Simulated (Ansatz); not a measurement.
Z-matrix (Å, degrees):
```
Ge
C 1 1.955
H 1 1.539 2 109.9
H 1 1.540 2 110.7 3 120.2
H 1 1.539 2 109.9 3 -119.6
Ge 2 1.955 1 113.8 3 59.7
H 2 1.092 1 108.8 3 -178.7
H 2 1.092 1 108.8 3 -61.8
H 6 1.539 2 109.9 1 -59.7
H 6 1.539 2 109.9 1 59.9
H 6 1.540 2 110.7 1 -179.9
```

Charge 0, multiplicity 1.

Question: List the B3LYP/def2-TZVPP orbital energies in eV (the Gaussian-basis code of Ansatz). (Best estimate.)

Answer: Computed: Occupied: -10850.04, -10850.04, -1354.42, -1354.42, -1205.32, -1205.32, -1205.32, -1205.32, -1205.32, -1205.32, -276.91, -168.96, -168.96, -119.21, -119.21, -119.21, -119.21, -119.20, -119.20, -32.79, -32.78, -32.78, -32.78, -32.78, -32.76, -32.71, -32.71, -32.70, -32.70, -19.22, -15.03, -14.45, -11.72, -10.19, -9.37, -9.18, -9.13, -8.75, -8.26. Lowest empty: 0.16, 0.65, 1.08, 1.16, 1.46, 1.60, 1.99, 2.40.

B3LYP here is the variant with VWN-RPA as its local correlation; programs differ in this.
